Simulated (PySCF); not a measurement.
Simulated outer-valence photoelectron spectrum of `ClC[SiH2]Cl`. Computed with EOM-IP-CCSD/aug-cc-pVDZ in PySCF, restricted Hartree–Fock reference, 16 core orbitals frozen, non-relativistic, gas phase, PBE0-D3(BJ)/def2-SVP geometry.

Each root has a Gaussian of 0.8 eV full width with its one-hole share as area; cross sections and vibrations are left out, and the highest printed point is 100.

| ionisation energy (eV) | intensity |
| --- | --- |
| 9.6 | 0 |
| 9.8 | 1 |
| 10.0 | 4 |
| 10.2 | 12 |
| 10.4 | 25 |
| 10.6 | 38 |
| 10.8 | 46 |
| 11.0 | 53 |
| 11.2 | 64 |
| 11.4 | 78 |
| 11.6 | 84 |
| 11.8 | 79 |
| 12.0 | 62 |
| 12.2 | 41 |
| 12.4 | 22 |
| 12.6 | 12 |
| 12.8 | 15 |
| 13.0 | 34 |
| 13.2 | 66 |
| 13.4 | 94 |
| 13.6 | 100 |
| 13.8 | 79 |
| 14.0 | 47 |
| 14.2 | 24 |
| 14.4 | 18 |
| 14.6 | 25 |
| 14.8 | 34 |
| 15.0 | 35 |
| 15.2 | 26 |
| 15.4 | 13 |
| 15.6 | 5 |
| 15.8 | 1 |
| 16.0 | 0 |

Question: Where are the maxima, and how many lines lie under the curve?

Answer: 3 maxima, at 11.6, 13.5 and 14.9 eV, from 8 lines. At this width some lines have no maximum of their own.

Question: List the lines with their holes.

Answer: 
| E (eV) | leading hole (HF orbital) | area | Koopmans (eV) |
| --- | --- | --- | --- |
| 10.70 | HOMO | 0.96 | 11.58 |
| 11.36 | HOMO-1 | 0.95 | 12.25 |
| 11.62 | HOMO-2 | 0.95 | 12.43 |
| 12.00 | HOMO-3 | 0.95 | 12.90 |
| 13.44 | HOMO-5 | 0.94 | 14.35 |
| 13.47 | HOMO-4 | 0.95 | 14.33 |
| 13.73 | HOMO-6 | 0.95 | 14.76 |
| 14.92 | HOMO-7 | 0.95 | 15.89 |

The widest gap, 1.44 eV, lies between 12.00 and 13.44 eV. Only orbitals with −ε under 21 eV, eight at most, were ionised, so the high end of the curve may lack lines.

Conformer computed: `[Cl:1][CH2:2][SiH2:3][Cl:4]`: Cl1–C2–Si3–Cl4 180°.

One conformer stands for the species.
